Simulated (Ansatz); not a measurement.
Steps of a relaxation of C3H8AlF with RKS PBE0-D4/def2-TZVP.

```sh
$ ansatz run in.yaml --threads 4 --pin off --events-out ev --progress --plain --max-ram 10444MiB
```

```yaml
crystal:
  periodic: [false, false, false]
  atoms:
    - {symbol: C, position_ang: [-1.699552, -0.315532, -0.886357]}
    - {symbol: Al, position_ang: [0.159225, 0.316261, -1.023473]}
    - {symbol: C, position_ang: [0.392640, 0.090236, 1.462915]}
    - {symbol: C, position_ang: [1.630891, -0.156996, 0.968932]}
    - {symbol: F, position_ang: [0.412345, 1.998478, -1.003542]}
    - {symbol: H, position_ang: [-1.769843, -1.381337, -0.583412]}
    - {symbol: H, position_ang: [-2.310790, 0.287566, -0.183992]}
    - {symbol: H, position_ang: [-2.174918, -0.232787, -1.887985]}
    - {symbol: H, position_ang: [1.300619, -0.522999, -1.777836]}
    - {symbol: H, position_ang: [-0.281081, -0.723560, 1.775956]}
    - {symbol: H, position_ang: [0.031441, 1.122418, 1.606527]}
    - {symbol: H, position_ang: [2.017041, -1.182330, 0.851994]}
    - {symbol: H, position_ang: [2.312282, 0.665781, 0.694972]}
basis:
  gaussian: {orbitals: def2-TZVP}
hamiltonian: {xc: pbe0, dispersion: d4}
relax: {f_tol: 0.005, max_steps: 150}
```

Positions (Å) and forces (eV/Å) along the path, 8 of 8 steps:

```xyz
13
step=1 energy=-12549.8242 eV
C    -1.700   -0.316   -0.886   -0.315   -0.081   -0.042
Al    0.159    0.316   -1.023    0.076    0.475   -0.084
C     0.393    0.090    1.463    0.436   -0.077   -0.104
C     1.631   -0.157    0.969   -0.412    0.101    0.204
F     0.412    1.998   -1.004   -0.105   -0.703    0.037
H    -1.770   -1.381   -0.583    0.041    0.506   -0.143
H    -2.311    0.288   -0.184    0.283   -0.295   -0.338
H    -2.175   -0.233   -1.888    0.185   -0.049    0.473
H     1.301   -0.523   -1.778   -0.166    0.093    0.082
H    -0.281   -0.724    1.776    0.392    0.435   -0.204
H     0.031    1.122    1.607    0.214   -0.542   -0.084
H     2.017   -1.182    0.852   -0.246    0.569    0.057
H     2.312    0.666    0.695   -0.382   -0.432    0.146
13
step=2 energy=-12549.8744 eV
C    -1.699   -0.325   -0.899   -0.092   -0.003   -0.029
Al    0.157    0.289   -1.028    0.037    0.462    0.055
C     0.405    0.113    1.469    0.047   -0.033   -0.037
C     1.625   -0.139    0.974   -0.090   -0.021   -0.022
F     0.433    1.956   -0.926   -0.093   -0.426   -0.101
H    -1.770   -1.385   -0.619    0.018    0.136   -0.038
H    -2.294    0.259   -0.185    0.088   -0.083   -0.098
H    -2.186   -0.223   -1.881    0.071   -0.022    0.144
H     1.277   -0.543   -1.791   -0.035    0.014    0.004
H    -0.274   -0.689    1.753    0.127    0.114    0.003
H     0.057    1.136    1.616    0.059   -0.169   -0.015
H     1.988   -1.155    0.832   -0.043    0.156    0.066
H     2.302    0.670    0.700   -0.093   -0.125    0.068
13
step=3 energy=-12549.8809 eV
C    -1.697   -0.312   -0.907    0.037    0.013    0.035
Al    0.153    0.304   -1.031   -0.025    0.386   -0.085
C     0.409    0.094    1.478   -0.113    0.001    0.095
C     1.620   -0.147    0.977    0.152   -0.050    0.017
F     0.408    1.970   -0.996   -0.030   -0.352    0.040
H    -1.760   -1.362   -0.612   -0.006   -0.071    0.023
H    -2.293    0.274   -0.207   -0.038    0.031    0.049
H    -2.180   -0.230   -1.885    0.010    0.013   -0.052
H     1.256   -0.532   -1.802    0.059   -0.038    0.010
H    -0.243   -0.709    1.795   -0.059   -0.037   -0.018
H     0.059    1.107    1.629   -0.055    0.089   -0.004
H     1.999   -1.154    0.865    0.015   -0.056   -0.045
H     2.289    0.662    0.711    0.055    0.069   -0.065
13
step=4 energy=-12549.8851 eV
C    -1.695   -0.314   -0.902    0.007    0.003    0.014
Al    0.154    0.303   -1.031    0.003    0.294   -0.027
C     0.407    0.098    1.476   -0.039   -0.004    0.008
C     1.621   -0.145    0.977    0.031   -0.018   -0.019
F     0.417    1.964   -0.975   -0.035   -0.272   -0.001
H    -1.760   -1.366   -0.611    0.001   -0.014    0.004
H    -2.292    0.271   -0.198   -0.004    0.004    0.009
H    -2.179   -0.227   -1.881    0.009    0.003   -0.009
H     1.267   -0.535   -1.793    0.018   -0.015    0.003
H    -0.253   -0.706    1.782   -0.007   -0.003    0.007
H     0.051    1.113    1.617   -0.012    0.017    0.011
H     1.995   -1.155    0.854    0.008   -0.006    0.002
H     2.288    0.664    0.699    0.020    0.012   -0.002
13
step=5 energy=-12549.8859 eV
C    -1.697   -0.314   -0.906   -0.003    0.010    0.017
Al    0.150    0.308   -1.043   -0.019    0.198    0.031
C     0.410    0.099    1.482   -0.025    0.004   -0.008
C     1.624   -0.145    0.983    0.013   -0.005   -0.019
F     0.414    1.965   -0.987   -0.023   -0.190    0.004
H    -1.758   -1.368   -0.619    0.010   -0.007    0.000
H    -2.293    0.266   -0.197   -0.004    0.006    0.005
H    -2.183   -0.224   -1.883    0.003    0.001   -0.006
H     1.259   -0.536   -1.797    0.049   -0.025   -0.018
H    -0.250   -0.704    1.789   -0.013   -0.011   -0.001
H     0.055    1.113    1.627   -0.007    0.018    0.006
H     1.996   -1.155    0.859    0.007   -0.015   -0.002
H     2.293    0.662    0.707    0.012    0.017   -0.009
13
step=6 energy=-12549.8869 eV
C    -1.695   -0.314   -0.901   -0.013    0.002   -0.001
Al    0.151    0.308   -1.042    0.001    0.062    0.034
C     0.405    0.099    1.476    0.006    0.001    0.005
C     1.620   -0.144    0.977    0.000    0.001    0.007
F     0.419    1.960   -0.980   -0.009   -0.054   -0.012
H    -1.754   -1.368   -0.616    0.007    0.004   -0.004
H    -2.290    0.265   -0.191    0.006    0.000   -0.004
H    -2.182   -0.222   -1.878   -0.003   -0.003    0.004
H     1.266   -0.538   -1.792    0.013   -0.008   -0.013
H    -0.256   -0.704    1.780    0.000    0.000   -0.004
H     0.051    1.115    1.624    0.000   -0.005   -0.006
H     1.994   -1.154    0.854   -0.003    0.001   -0.004
H     2.291    0.664    0.704   -0.005   -0.002   -0.001
13
step=7 energy=-12549.8871 eV
C    -1.695   -0.313   -0.900    0.014    0.006   -0.004
Al    0.152    0.310   -1.040   -0.002   -0.008   -0.003
C     0.404    0.099    1.476    0.001   -0.001    0.001
C     1.620   -0.145    0.978   -0.001    0.002   -0.002
F     0.419    1.959   -0.983    0.001    0.001   -0.002
H    -1.750   -1.368   -0.616   -0.003    0.000    0.002
H    -2.290    0.265   -0.189   -0.003   -0.002    0.002
H    -2.182   -0.222   -1.877   -0.002   -0.001    0.001
H     1.266   -0.538   -1.794   -0.003    0.005    0.005
H    -0.257   -0.705    1.779   -0.001    0.000   -0.002
H     0.050    1.114    1.622    0.000   -0.001    0.001
H     1.993   -1.155    0.854    0.000    0.000    0.000
H     2.290    0.664    0.705    0.000   -0.001    0.000
13
step=8 energy=-12549.8871 eV
C    -1.694   -0.313   -0.900    0.004    0.003   -0.003
Al    0.152    0.310   -1.040   -0.001    0.000    0.001
C     0.404    0.098    1.476    0.000   -0.001   -0.002
C     1.620   -0.145    0.978   -0.001    0.001   -0.001
F     0.419    1.959   -0.985    0.000   -0.001   -0.001
H    -1.750   -1.367   -0.613   -0.001    0.000    0.001
H    -2.290    0.266   -0.189   -0.001   -0.001    0.000
H    -2.182   -0.223   -1.877   -0.002   -0.001    0.001
H     1.266   -0.538   -1.792    0.001    0.000    0.000
H    -0.258   -0.706    1.777    0.000    0.001    0.001
H     0.049    1.113    1.623    0.000   -0.001    0.001
H     1.993   -1.154    0.852    0.000    0.001    0.000
H     2.290    0.664    0.705    0.000   -0.001    0.001
```

Run time 30 s (4 threads of an Arm Neoverse V1 on a shared host); peak host memory 0.54 GiB.
